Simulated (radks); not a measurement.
Values are calculated unless marked as measured or tabulated.
All-electron atom: the iridium ion Ir41+ in [Ar] 3d8 4s2 4p6 5p2 (not the ground configuration). Code: a radial shooting solver on a logarithmic mesh with Libxc functionals. Model: Dirac Kohn-Sham, PBEsol, spin-unpolarised, spherical densities, finite nucleus; open shells are shared between the two j in proportion to 2j + 1; Fermi nuclear charge, rms radius 5.4032 fm.

Normalised radial functions P(r) = r R(r) (large component), r in bohr:

```
   r/bohr * 4p3/2 (the largest magnitude, 1.8, reaches the edge; | marks zero)
0.0007413                             *
0.0009576                             *
 0.001237                             *
 0.001598                             *
 0.002064                             *
 0.002666                             *
 0.003444                             |*
 0.004449                             |*
 0.005747                             |*
 0.007423                             | *
 0.009589                             |  *
  0.01239                             |    *
    0.016                             |      *
  0.02067                             |        *
   0.0267                             |          *
  0.03449                             |            *
   0.0442                             |           *
  0.05709                             |        *
  0.07375                             | *
  0.09526                     *       |
   0.1231             *               |
    0.159            *                |
   0.2053                       *     |
   0.2652                             |            *
   0.3426                             |                          *
   0.4426                             |                          *
   0.5717                             |              *
   0.7385                             |    *
    0.954                             |*
    1.232                             *
    1.592                             *
    2.056                             *
```

4p3/2: eigenvalue -2120.6 eV, 2 radial nodes at r = 0.0775, 0.223 bohr, <r> = 0.391 bohr, 90 % of the charge inside 0.557 bohr.
